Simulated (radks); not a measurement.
Problem. Coherent X-ray form factor from a spherical all-electron density. Method: scalar-relativistic Kohn-Sham, BLYP, spin-unpolarised, spherical densities, finite nucleus; Fermi nuclear charge, rms radius of each element as measured or else 0.836 A^(1/3) + 0.57 fm; computed with a radial shooting solver on a logarithmic mesh with Libxc functionals.

sin(theta)/lambda (1/angstrom)  f0 (electrons)
0.05                                    76.315
0.1                                     74.369
0.15                                    71.447
0.2                                     67.916
0.25                                    64.124
0.3                                     60.339
0.4                                     53.393
0.5                                     47.575
0.6                                     42.760
0.8                                     35.112
1                                       29.073
1.25                                    23.264
1.5                                     19.252
2                                       14.879

The species is in the configuration that NIST lists as its ground one. Which atom or ion scatters so?

Solution. The mercury ion Hg3+, [Xe] 4f14 5d9. Extrapolating in s^2 from the first two rows gives f0(0) = 77.0, near the electron count 77; among species with that count, the fall with angle is slower the higher Z, and the table is that of Z = 80; from so few rows the species is fixed only to a neighbour or two.
